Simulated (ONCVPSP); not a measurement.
**Mn ONCV: all-electron and pseudo phase curves**

manganese, optimised norm-conserving Vanderbilt (ONCV), made with ONCVPSP 4.0.1 (PBE, scalar-relativistic). Core [Ne], reference 3s2 3p6 3d5 (charge +2). Waves: 3s: rc 1.10 bohr, ncon 3, nbas 7, qcut 9.3 1/bohr, 2 projectors, debl 1.8 Ha; 3p: rc 1.40 bohr, ncon 5, nbas 8, qcut 11.2 1/bohr, 3 projectors, debl 1.7 Ha; 3d: rc 1.70 bohr, ncon 5, nbas 9, qcut 11.1 1/bohr, 3 projectors, debl 3.8 Ha. Local part: polynomial inside 0.85 bohr (lpopt 5, dvloc0 -1 Ha). Core correction: none.

In the s channel the program set the typed energies aside and used -3.811, 0.250 Ha. In the p channel the program set the typed energies aside and used -2.662, 0.250, 1.950 Ha.

The phase is arctan(r·R′/R) of the radial function R(r), unwrapped; energies in Ha, scanned from -5 to 5 Ha. A pole is an energy at which the radial function vanishes at the test radius. The pseudo phase is shifted by a multiple of π to meet the all-electron one at the reference energy, and phase errors are pseudo minus all-electron; the curves can meet again beyond the range given. Levels narrower than the energy grid can be missing from the lists of poles.

Q: For each channel, where are the poles, and over which energies does the pseudopotential scatter like the atom?

A:

```tsv
channel	radius (bohr)	reference energy (Ha)	poles, all-electron	poles, pseudo	unbroken range about the reference energy with phases within 0.05 rad	phase error 1 Ha above the reference energy (rad)
s	1.12	-3.81	-1.58	-1.58	the whole range	-0.000
p	1.42	-2.66	-1.95	-1.95	the whole range	-0.000
d	1.73	-0.89	-0.47	-0.47	the whole range	-0.000
```

Phases in the d channel:

```tsv
E (Ha)	all-electron	pseudo
-4.96	1.326	1.326
-4.72	1.317	1.317
-4.48	1.306	1.306
-4.24	1.295	1.295
-4.00	1.282	1.282
-3.76	1.267	1.267
-3.52	1.250	1.250
-3.28	1.229	1.229
-3.04	1.204	1.204
-2.80	1.173	1.173
-2.56	1.133	1.133
-2.32	1.079	1.079
-2.08	1.001	1.001
-1.84	0.876	0.875
-1.60	0.644	0.644
-1.36	0.150	0.150
-1.12	-0.651	-0.651
-0.88	-1.195	-1.195
-0.64	-1.459	-1.459
-0.40	-1.613	-1.613
-0.16	-1.725	-1.726
0.08	-1.826	-1.826
0.32	-1.933	-1.933
0.56	-2.064	-2.064
0.80	-2.246	-2.246
1.04	-2.522	-2.522
1.28	-2.935	-2.935
1.52	-3.424	-3.424
1.76	-3.818	-3.818
2.00	-4.073	-4.073
2.24	-4.235	-4.235
2.48	-4.343	-4.343
2.72	-4.421	-4.421
2.96	-4.478	-4.478
3.20	-4.524	-4.524
3.44	-4.561	-4.560
3.68	-4.591	-4.591
3.92	-4.618	-4.618
4.16	-4.641	-4.641
4.40	-4.662	-4.662
4.64	-4.682	-4.681
4.88	-4.700	-4.700
```
